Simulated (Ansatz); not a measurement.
The same molecule with X = F, Cl, Br, I. Ansatz, PBE0-D4/def2-TZVP geometries, multiplicity 1.

Elements past krypton have def2 core potentials. Scalar relativity is left out up to krypton.

| X | molecule | mean X–C bond length / Å | size of the dipole moment (B3LYP/def2-TZVPP) / D | size of the dipole moment (ωB97M-V/def2-TZVPP) / D | HOMO energy (PBE0/def2-TZVPP) / eV |
| --- | --- | --- | --- | --- | --- |
| Cl | `Clc1ccccc1` | 1.729 | 1.63 | 1.66 | -7.14 |
| Br | `Brc1ccccc1` | 1.889 | 1.75 | 1.78 | -7.08 |
| I | `Ic1ccccc1` | 2.087 | 1.63 | 1.65 | -6.85 |

Task: Give the row for X = F, `Fc1ccccc1`. (Estimate.)

Result: Computed: 
| X | molecule | mean X–C bond length / Å | size of the dipole moment (B3LYP/def2-TZVPP) / D | size of the dipole moment (ωB97M-V/def2-TZVPP) / D | HOMO energy (PBE0/def2-TZVPP) / eV |
| --- | --- | --- | --- | --- | --- |
| F | `Fc1ccccc1` | 1.340 | 1.46 | 1.45 | -7.21 |

From F to I the mean X–C bond length rises at each step, by 0.747 Å in all; the HOMO energy (PBE0/def2-TZVPP) rises at each step, by 0.36 eV in all. Bonds lengthen as the atom grows down the group. Dipoles are sizes alone, and their direction can turn along the series.

B3LYP here is the variant with VWN-RPA as its local correlation; programs differ in this.

Spin–orbit coupling is left out; it splits and shifts lone-pair levels of the heavy atoms by tenths of an eV.
